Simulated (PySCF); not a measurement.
# Polarisability and C₆ of Ba⁺ (barium, charge +1)

[Xe] 6s1, 2S determinant. Computed with PySCF 2.14 in aug-cc-pwCVTZ-X2C with one added diffuse shell each of s, p, d, f type (12s11p9d5f, 125 functions), with scalar relativity by spin-free X2C-1e. Coupled (time-dependent) response in atomic units; α is the mean over directions.

```json
{"method": "PBE0", "mean α (bohr³)": "142.0", "C₆ (like pair)": "1587", "S(−4)": "16250"}
```

S(−4) is the Cauchy moment in α(ω) = α(0) + S(−4) ω² + …

α(iu) at PBE0:

```
u (hartree)  α(iu) (bohr³)
          0          142.0
     0.0500          111.0
      0.100          69.34
      0.200          32.37
      0.300          20.48
      0.500          12.17
      0.750          8.025
       1.00          5.763
       1.50          3.394
       2.00          2.256
       3.00          1.247
       5.00         0.5862
```

A single London oscillator, α(iu) = α/(1 + u²/ω²), gives C₆ = (3/4) ω α². Matching the computed C₆ needs ω = 4 × 1587 / (3 × 142.0²) = 0.105 hartree.

For an ion, C₆ is the dispersion term alone; charge-induced terms of lower order in 1/R come first.

Spin-orbit coupling, which splits the p, d and f shells strongly at this Z, is absent.
